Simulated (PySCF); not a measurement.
# Basis-set dependence of population analyses: `CO[SiH2]C#CC#N`

Compound: C4H5NOSi.
Structure used (PBE0-D3(BJ)/def2-SVP), in Å, numbered top down from 1:
```xyz
12
C4H5NOSi angstrom
C     -2.5643    0.0329   -0.3547
O     -1.2279   -0.2440   -0.0304
Si     0.0615    0.7122   -0.4242
C      1.5448   -0.1152    0.2852
C      2.5462   -0.6401    0.7466
C      3.6725   -1.2317    1.2677
N      4.6264   -1.7297    1.7081
H     -2.7298    0.0441   -1.4473
H     -2.8983    1.0030    0.0561
H     -3.1980   -0.7554    0.0771
H     -0.0470    2.0727    0.1775
H      0.2490    0.8243   -1.8995
```

PBE0 throughout (PySCF), one geometry, spherical d and f functions. Isolated species at its PBE0-D3(BJ)/def2-SVP geometry (one conformer only). The first 7 of 9 kinds of atom are listed.

Mulliken charges (e):

| basis | functions | C1 | O2 | Si3 | C4 | C5 | C6 | N7 |
| --- | --- | --- | --- | --- | --- | --- | --- | --- |
| STO-3G | 44 | -0.132 | -0.364 | +0.783 | -0.183 | -0.043 | +0.074 | -0.160 |
| 6-31G | 77 | -0.210 | -0.722 | +0.989 | -0.234 | +0.058 | -0.009 | -0.171 |
| pcSseg-0 | 77 | -0.300 | -0.848 | +1.174 | -0.163 | -0.272 | +0.211 | -0.325 |
| 6-31G* | 112 | -0.263 | -0.562 | +0.626 | -0.517 | +0.651 | +0.008 | -0.321 |
| cc-pVDZ | 127 | +0.074 | -0.414 | +0.482 | -0.300 | +0.515 | -0.289 | -0.093 |
| def2-SVP | 127 | +0.123 | -0.497 | +0.652 | -0.441 | +0.197 | -0.060 | +0.039 |
| aug-cc-pVDZ | 210 | +0.876 | -0.848 | +0.012 | -0.363 | +1.055 | -0.256 | -0.398 |
| 6-311+G(2d,p) | 227 | -0.300 | -0.499 | +0.637 | -0.830 | +1.671 | -0.807 | -0.227 |
| def2-TZVP | 253 | -0.222 | -0.330 | +0.431 | -0.039 | +0.104 | -0.320 | +0.028 |
| cc-pVTZ | 284 | -0.099 | -0.296 | +0.396 | -0.319 | +0.232 | +0.016 | -0.121 |
| IGLO-III | 304 | -0.276 | -0.447 | +0.947 | -0.139 | -0.003 | +0.141 | -0.309 |
| pcSseg-2 | 329 | +0.138 | -0.553 | +0.817 | -0.232 | +0.043 | +0.061 | -0.126 |

IAO charges (e):

```tsv
basis	functions	C1	O2	Si3	C4	C5	C6	N7
STO-3G	44	-0.260	-0.453	+0.904	-0.227	-0.054	+0.067	-0.128
6-31G	77	-0.234	-0.585	+0.873	-0.232	-0.022	+0.134	-0.184
pcSseg-0	77	-0.217	-0.584	+0.893	-0.238	-0.029	+0.132	-0.181
6-31G*	112	-0.196	-0.621	+1.009	-0.262	-0.030	+0.141	-0.188
cc-pVDZ	127	-0.194	-0.616	+0.997	-0.260	-0.034	+0.136	-0.180
def2-SVP	127	-0.187	-0.615	+1.008	-0.258	-0.034	+0.133	-0.178
aug-cc-pVDZ	210	-0.203	-0.629	+1.003	-0.257	-0.035	+0.145	-0.193
6-311+G(2d,p)	227	-0.206	-0.638	+1.037	-0.266	-0.034	+0.146	-0.194
def2-TZVP	253	-0.203	-0.640	+1.048	-0.270	-0.034	+0.146	-0.193
cc-pVTZ	284	-0.204	-0.635	+1.034	-0.267	-0.034	+0.145	-0.191
IGLO-III	304	-0.205	-0.640	+1.046	-0.268	-0.035	+0.146	-0.194
pcSseg-2	329	-0.203	-0.639	+1.047	-0.269	-0.034	+0.146	-0.194
```

Hirshfeld charges (e):

| basis | functions | C1 | O2 | Si3 | C4 | C5 | C6 | N7 |
| --- | --- | --- | --- | --- | --- | --- | --- | --- |
| STO-3G | 44 | +0.041 | -0.228 | +0.517 | -0.106 | -0.038 | +0.063 | -0.141 |
| 6-31G | 77 | -0.009 | -0.262 | +0.431 | -0.096 | +0.001 | +0.090 | -0.166 |
| pcSseg-0 | 77 | -0.018 | -0.239 | +0.454 | -0.094 | -0.011 | +0.086 | -0.162 |
| 6-31G* | 112 | -0.009 | -0.231 | +0.406 | -0.090 | +0.002 | +0.094 | -0.173 |
| cc-pVDZ | 127 | -0.026 | -0.209 | +0.419 | -0.093 | -0.007 | +0.086 | -0.161 |
| def2-SVP | 127 | -0.027 | -0.213 | +0.423 | -0.090 | -0.007 | +0.091 | -0.167 |
| aug-cc-pVDZ | 210 | -0.036 | -0.233 | +0.438 | -0.095 | -0.006 | +0.090 | -0.173 |
| 6-311+G(2d,p) | 227 | -0.029 | -0.234 | +0.437 | -0.095 | -0.006 | +0.091 | -0.174 |
| def2-TZVP | 253 | -0.032 | -0.226 | +0.428 | -0.093 | -0.005 | +0.092 | -0.174 |
| cc-pVTZ | 284 | -0.033 | -0.221 | +0.425 | -0.092 | -0.005 | +0.092 | -0.172 |
| IGLO-III | 304 | -0.036 | -0.226 | +0.428 | -0.091 | -0.009 | +0.091 | -0.174 |
| pcSseg-2 | 329 | -0.037 | -0.231 | +0.435 | -0.094 | -0.005 | +0.094 | -0.175 |

ESP-fitted charges (e):

```
        basis  functions      C1      O2     Si3      C4      C5      C6      N7
       STO-3G         44  -0.316  -0.236  +0.665  -0.102  -0.273  +0.501  -0.395
        6-31G         77  -0.152  -0.474  +0.792  -0.201  -0.187  +0.573  -0.463
     pcSseg-0         77  -0.209  -0.479  +0.941  -0.269  -0.179  +0.599  -0.482
       6-31G*        112  -0.226  -0.307  +0.581  -0.153  -0.146  +0.472  -0.408
      cc-pVDZ        127  -0.188  -0.286  +0.546  -0.155  -0.135  +0.436  -0.381
     def2-SVP        127  -0.155  -0.322  +0.606  -0.155  -0.163  +0.484  -0.409
  aug-cc-pVDZ        210  -0.273  -0.255  +0.533  -0.145  -0.155  +0.489  -0.424
6-311+G(2d,p)        227  -0.295  -0.261  +0.539  -0.165  -0.122  +0.465  -0.416
    def2-TZVP        253  -0.268  -0.253  +0.531  -0.152  -0.136  +0.469  -0.415
      cc-pVTZ        284  -0.259  -0.257  +0.544  -0.157  -0.134  +0.463  -0.408
     IGLO-III        304  -0.257  -0.258  +0.525  -0.151  -0.134  +0.471  -0.417
     pcSseg-2        329  -0.250  -0.285  +0.588  -0.167  -0.143  +0.491  -0.427
```

Question: Which scheme is steadiest as the basis changes?

Answer: Largest range over the bases for any column: Hirshfeld 0.11 e, IAO 0.19 e, ESP-fitted 0.42 e, Mulliken 1.94 e. Hirshfeld charges move least and Mulliken charges most, counted in e. Without the minimal STO-3G basis the ranges are Hirshfeld 0.05, IAO 0.18, ESP-fitted 0.42, Mulliken 1.94 e.

Question: How much do the charges still move between the two largest bases, IGLO-III and pcSseg-2?

Answer: At most, over all atoms: Mulliken 0.415 e, IAO 0.002 e, Hirshfeld 0.007 e, ESP-fitted 0.063 e.

Question: What do the same runs give for the total energy, the frontier levels and the dipole moment?

Answer: 
```csv
basis,energy (Eh),HOMO (eV),LUMO (eV),μ (D)
STO-3G,-567.3930,-4.78,1.57,4.85
6-31G,-574.2335,-8.30,-1.73,5.40
pcSseg-0,-573.3913,-8.43,-2.01,5.67
6-31G*,-574.3646,-8.40,-1.82,5.08
cc-pVDZ,-574.3978,-8.43,-1.88,4.94
def2-SVP,-574.0839,-8.51,-1.96,5.05
aug-cc-pVDZ,-574.4166,-8.57,-2.08,5.14
"6-311+G(2d,p)",-574.4831,-8.63,-2.14,5.19
def2-TZVP,-574.5127,-8.61,-2.10,5.11
cc-pVTZ,-574.5026,-8.58,-2.05,5.07
IGLO-III,-574.5151,-8.62,-2.12,5.16
pcSseg-2,-574.5177,-8.64,-2.12,5.17
```

The dipole is fixed by the density alone, so its range of 0.82 D shows that the density itself changes with the basis, not only its division among atoms.
